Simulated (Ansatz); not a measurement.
Geometry optimisation, Ansatz, RKS BLYP/def2-SVP.

input.yaml

```yaml
crystal:
  periodic: [false, false, false]
  atoms:
    - { symbol: B, position_ang: [-0.785265, -1.595054, 0.272929] }
    - { symbol: Si, position_ang: [0.669649, 1.277508, -0.205403] }
    - { symbol: F, position_ang: [-1.09485, -1.64368, -1.02347] }
    - { symbol: F, position_ang: [-1.736593, -1.183672, 1.113179] }
    - { symbol: H, position_ang: [0.556461, -0.070858, 0.330609] }
    - { symbol: H, position_ang: [0.259922, -1.957697, 0.662631] }
    - { symbol: H, position_ang: [-0.665296, 1.71644, -0.721061] }
    - { symbol: H, position_ang: [1.126777, 2.188914, 0.893848] }
    - { symbol: H, position_ang: [1.669295, 1.268099, -1.323263] }
basis:
  gaussian: { orbitals: def2-SVP }
hamiltonian:
  xc: blyp
relax:
  f_tol: 0.03
  max_steps: 50
```

Run as:

```bash
$ ansatz run input.yaml --threads 2 --pin off --max-ram 3072MiB --backend cpu --events-out ev --progress --plain --runs-dir out
```

Q: Where does it end, and by what steps?

A: The run converged. After 17 steps the energy has fallen by 0.217 eV; H8 moved furthest, 0.80 Å.

```tsv
step	energy less start (eV)	largest force component (eV/Å)	accepted
0	0.0000	0.976	yes
1	-0.1146	0.325	yes
2	-0.1395	0.773	yes
3	-0.1289	1.313	no
4	-0.1744	0.461	yes
5	-0.1924	0.252	yes
6	-0.2013	0.032	yes
7	-0.2026	0.138	yes
8	-0.2041	0.076	yes
9	-0.2047	0.115	yes
10	-0.2045	0.317	no
11	-0.2058	0.060	yes
12	-0.2079	0.057	yes
13	-0.1847	0.557	no
14	-0.2100	0.108	yes
15	-0.2109	0.183	yes
16	-0.2116	0.290	yes
17	-0.2174	0.025	yes
```

```xyz
9
Properties=species:S:1:pos:R:3
B -0.967 -1.986 0.268
Si 0.798 1.574 -0.209
F -0.996 -1.411 -0.929
F -2.025 -1.837 1.055
H 0.769 0.451 0.786
H -0.010 -2.628 0.626
H -0.600 1.895 -0.639
H 1.416 2.777 0.438
H 1.615 1.164 -1.396
```

The run took 25 s on 2 threads of Arm Neoverse V1, on a shared host, peak memory 0.12 GiB.
